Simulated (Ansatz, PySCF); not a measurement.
This PySCF input computes a SVWN5/def2-TZVPD energy:

```python
from pyscf import gto, scf, dft

mol = gto.M(
    atom='''
    K    -0.00000000   -0.00000000   -0.65261744
    O     0.00000000    0.00000000    1.54996642
    ''',
    basis='def2-tzvpd',
    charge=0,
    spin=1,
    symmetry='C2v',
    verbose=4,
)

mf = dft.UKS(mol, xc='svwn').density_fit(auxbasis='def2-universal-jkfit')
mf.grids.level = 3
mf.conv_tol = 1e-9
mf.max_cycle = 100
mf.max_memory = 1500
mf.kernel()
if not mf.converged:
    mf = mf.newton()
    mf.kernel(mf.make_rdm1())
mf.analyze()
```

### Question
Write an input for the same energy in Ansatz (a program for electronic structure) and say what it gives.

### Answer

Ansatz 0.2 input:
```yaml
crystal:
  periodic: [false, false, false]
  atoms:
    - {symbol: K, position_ang: [-0.00000000, -0.00000000, -0.65261744]}
    - {symbol: O, position_ang: [0.00000000, 0.00000000, 1.54996642]}
basis:
  gaussian:
    orbitals: def2-TZVPD
hamiltonian:
  xc: {name: SVWN5}
magnetization: {spin_polarized: true, initial_magnetization: 1}
output: {forces: true}
```
It gives -672.83160 Eh, and PySCF -672.83163 Eh, a difference of 0.03 mEh, from the treatment of integrals and grids.
